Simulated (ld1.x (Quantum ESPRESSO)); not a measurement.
# Reading a pseudo-wave (Tm (Z = 69))

Columns: radius, all-electron u(r) and pseudo u(r) of the 5p shell (level -26.89 eV) of thulium in the configuration [Kr] 4d10 4f13 5s2 5p6 5d0 6s2 6p0; revPBE, scalar-relativistic, PAW scheme, ld1.x (Quantum ESPRESSO) 7.5.

```csv
r (bohr),all-electron,pseudo
0.200,-0.2367,-0.0473
0.400,0.4684,-0.1778
0.600,0.1076,-0.3606
0.800,-0.4703,-0.5535
1.000,-0.8201,-0.7147
1.200,-0.9417,-0.8135
1.400,-0.9196,-0.8367
1.600,-0.8257,-0.7910
1.800,-0.7054,-0.6976
2.000,-0.5838,-0.5838
2.200,-0.4731,-0.4732
2.400,-0.3779,-0.3779
2.600,-0.2989,-0.2989
2.800,-0.2347,-0.2347
3.000,-0.1835,-0.1835
3.200,-0.1430,-0.1430
3.400,-0.1111,-0.1111
3.600,-0.0861,-0.0861
3.800,-0.0666,-0.0666
4.000,-0.0514,-0.0514
4.200,-0.0396,-0.0396
4.400,-0.0304,-0.0304
4.600,-0.0233,-0.0233
4.800,-0.0179,-0.0179
5.000,-0.0137,-0.0137
5.200,-0.0104,-0.0104
```

(1) How many radial nodes do the two functions have?

(2) At about which radius was the pseudo-wave matched?

(3) Is the pseudo-wave norm-conserving?

Results:

(1) The all-electron 5p function has n − l − 1 = 3 (the table is too coarse to show those close to the nucleus); the pseudo-wave has 0, since the states of the same l below it are removed with the core.

(2) 2.30 bohr. The columns agree to 0.0005 from 2.00 bohr on; several derivatives are matched, so the curves merge somewhat inside the radius.

(3) No, it belongs to a PAW set: the norm inside the radius is not constrained, and the difference is carried by the augmentation charge.
